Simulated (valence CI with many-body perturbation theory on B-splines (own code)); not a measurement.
## Cs¹⁶⁺: what the settings do

Calculated by configuration interaction combined with many-body perturbation theory (CI+MBPT): three valence electrons over a frozen Dirac-Fock core [Kr], a basis of 6 s, 6 p, 5 d, 5 f, 1 g functions for each j, with the one-electron correlation potential Σ1, the two-electron term Σ2, the three-electron term Σ3, Breit, model QED; selected CI, second order for the rest, scaled by the run's own slope (own B-spline code, finite nucleus).

No measured levels were compared; by estimate terms of the open shell hold to 2 to 4 % of their energy, and close levels can change places. Only levels of the ground parity were solved; by the run's estimate the other parity begins above the list, which can be wrong where configurations are misplaced.

The reference run has the lowest level 4d³ ⁴F_3/2 and an ionisation energy of 414.109 eV. Its largest variational space holds 2775 state functions.

Names give the largest LS component (configuration and term), which can be under half, so a name can repeat, a term be missing and a line seem to break the LS rules; names also repeat where a configuration has a term twice. Letters in brackets count levels of one name in rising energy.

Changed runs:
A. correlating orbitals by l 3 3 3 3 1 → 4 4 3 0 0; Breit term on → off; QED terms on → off
B. scale of Σ1 1 → 0
C. screening of Σ1 on → off
D. start configuration 4d3 → 4d4 (bad on purpose)

Excitation energies of the reference run in cm⁻¹, and shifts in cm⁻¹:

| Level | Reference | A | B | C |
| --- | --- | --- | --- | --- |
| 4d³ ⁴F_5/2 | 13450 | +375 | -258 | +61 |
| 4d³ ⁴F_7/2 | 24026 | +755 | -375 | +87 |
| 4d³ ⁴F_9/2 | 30713 | +1048 | -370 | +84 |
| 4d³ ⁴P_3/2 | 31209 | +820 | -179 | +36 |
| 4d³ ⁴P_1/2 | 35878 | +909 | -256 | +54 |
| 4d³ ²G_7/2 | 48562 | +1413 | -488 | +109 |
| 4d³ ²H_9/2 | 50320 | +1527 | -536 | +121 |
| 4d³ ⁴P_5/2 | 52005 | +1212 | -480 | +105 |
| 4d³ ²D_3/2 [a] | 59636 | +1472 | -552 | +121 |
| 4d³ ²P_1/2 | 63465 | +1850 | -572 | +124 |
| 4d³ ²H_11/2 | 67137 | +2089 | -620 | +137 |
| 4d³ ²D_5/2 [a] | 73290 | +1893 | -636 | +138 |
| Ionisation energy (eV) | 414.109 | +0.038 | -2.272 | +0.211 |

Run D: It gave no result: the electrons of core and valence do not add up to the charge. The program said: "core and valence hold 40 electrons, the ion has 39".
